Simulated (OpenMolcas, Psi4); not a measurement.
How basis sets differ on BBr2Cl (dibromo(chloro)borane)

BBr2Cl has 4 atoms, charge 0, and is taken as a singlet. SMILES: `ClB(Br)Br`. The shape is that of a PBE0-D4/def2-TZVP optimisation.

Each level gives the HOMO–LUMO gap (eV). The values are calculated.

| level | kind | program | value (eV) | CPU time |
| --- | --- | --- | --- | --- |
| HF/ANO-S-MB | Hartree–Fock | OpenMolcas | 12.50 | 4.5 s |
| HF/STO-3G | Hartree–Fock | OpenMolcas | 14.19 | 3.1 s |
| HF/3-21G | Hartree–Fock | OpenMolcas | 12.90 | 4.1 s |
| HF/6-31G* (spherical functions) | Hartree–Fock | Psi4 | 13.16 | 10 s |

All-electron rows without a relativistic Hamiltonian named are non-relativistic. The values span 12.50 to 14.19 eV. A Hartree–Fock LUMO above zero doesn't converge with the basis: it sinks as sets grow more diffuse. Orbital gaps aren't excitation energies. Times are those of the runs behind each value, whatever else they computed, on shared processors of several kinds: orders of magnitude only.
